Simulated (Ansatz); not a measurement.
Frontier orbitals of `[NH2][Zr]([NH2])([Cl])[Cl]`.

Cartesian coordinates in Å:
```
N -0.789 -0.055 1.488
Zr 0.607 0.271 0.079
N -0.206 -0.392 -1.631
Cl 2.533 -0.987 0.616
Cl 1.022 2.593 -0.053
H -0.675 0.176 2.467
H -1.701 -0.466 1.348
H -0.080 -1.319 -2.017
H -0.710 0.179 -2.297
```

The species carries charge 0 and has multiplicity 1. Correlated methods include outer-core shells of Zr, which these sets cover unevenly. Zr takes the def2 core potential. All single points use the PBE0-D4/def2-TZVP geometry. It is one conformer, not always the lowest. Basis def2-TZVPP, the Gaussian-basis code of Ansatz.

```json
{"functional": "PBE", "HOMO (eV)": "-6.45", "LUMO (eV)": "-2.20", "gap (eV)": "4.25"}
{"functional": "BLYP", "HOMO (eV)": "-6.30", "LUMO (eV)": "-2.08", "gap (eV)": "4.22"}
{"functional": "r2SCAN", "HOMO (eV)": "-6.75", "LUMO (eV)": "-2.03", "gap (eV)": "4.72"}
{"functional": "B97M-V", "HOMO (eV)": "-6.79", "LUMO (eV)": "-2.00", "gap (eV)": "4.79"}
{"functional": "PBE0", "HOMO (eV)": "-7.82", "LUMO (eV)": "-1.34", "gap (eV)": "6.48"}
{"functional": "r2SCANh", "HOMO (eV)": "-7.26", "LUMO (eV)": "-1.71", "gap (eV)": "5.55"}
{"functional": "BHLYP", "HOMO (eV)": "-9.08", "LUMO (eV)": "-0.34", "gap (eV)": "8.74"}
{"functional": "ωB97M-V", "HOMO (eV)": "-10.13", "LUMO (eV)": "0.65", "gap (eV)": "10.78"}
```

Against PBE, PBE0 changes HOMO and LUMO by −1.37 and +0.86 eV, ωB97M-V by −3.69 and +2.85 eV. A gap of 4.25 eV thus becomes 10.78 eV for the same molecule, so an orbital gap means little without its functional. A positive LUMO is unbound and depends on the basis.
